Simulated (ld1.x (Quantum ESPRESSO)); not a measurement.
Before and after: TM potential for Bi (Z = 83)

| Quantity | Value |
| --- | --- |
| Element | bismuth (Bi) |
| Generator | ld1.x (Quantum ESPRESSO) 7.5 |
| Type | norm-conserving Troullier–Martins (Kleinman–Bylander form) |
| Functional | PBE |
| Relativity | scalar-relativistic |
| Frozen core | [Xe] 4f14 5d10 |
| Valence charge | 5 |
| Reference configuration | 6s2 6p0 (charge +3) |
| Partial waves | 6s (bound): rc 1.55 bohr; 6p (bound, empty): rc 2.05 bohr; 6d channel at 0.05 Ry: rc 2.25 bohr |
| Local potential | the d channel |
| Core correction | none |

Change: wave 6d channel at 0.05 Ry: rc 2.25 bohr becomes 6d channel at 0.05 Ry: rc 3.20 bohr.

Cutoffs: the cutoffs (Ry, on a coarse ladder) from which the occupation-weighted sum of valence levels, in a spherical-Bessel basis at the reference potential, stays within 10 and 1 mRy of its value at 400 Ry; they do not see the model core or the augmentation charge, which bear on the density cutoff. Errors are all-electron minus pseudo energies relative to the spin-unpolarised reference configuration.

What does the change do?

The potential gets neither clearly harder nor softer (55 Ry and 110 Ry → 55 Ry and 110 Ry); both files keep a bound ghost (p, s); of the 7 tests that both files solve, the error grows in 7 and shrinks in 0 by more than 15 % and 0.3 meV (median size 439.0 → 3335.5 meV). More of the atom is replaced by a form fitted at one configuration, so other configurations suffer.

| quantity | base | changed |
| --- | --- | --- |
| cutoff, loose | 55 Ry | 55 Ry |
| cutoff, tight | 110 Ry | 110 Ry |
| bound ghosts | s, p | s, p |
| error for 6s2 6p3, meV [ΔE -46.50 eV] | +439 | +3335 |
| error for 6s2 6p2, meV [ΔE -38.59 eV] | +288 | +1586 |
| error for 6s2 6p1, meV [ΔE -23.34 eV] | +112 | +354 |
| error for 6s1 6p4, meV [ΔE -36.42 eV] | +638 | +3565 |
| error for 6s0 6p5, meV [ΔE -26.00 eV] | +902 | +3764 |
| error for 6s2 6p2.5, meV [ΔE -43.41 eV] | +369 | +2434 |
| error for 6s2 6p3.3, meV [ΔE -47.60 eV] | +474 | +3864 |

Changed file: These tests converged, but a pseudo level misses the all-electron one widely, so the file describes the atom poorly there or has found another state: 6s2 6p3: 6p by 1.8 eV; 6s1 6p4: 6p by 1.8 eV; 6s0 6p5: 6p by 1.8 eV; 6s2 6p2.5: 6p by 1.8 eV; 6s2 6p3.3: 6p by 1.7 eV. A true bound ghost makes a file unfit for plane-wave use even where its test errors are small: the radial tests pick states by their node count and pass the ghost by.
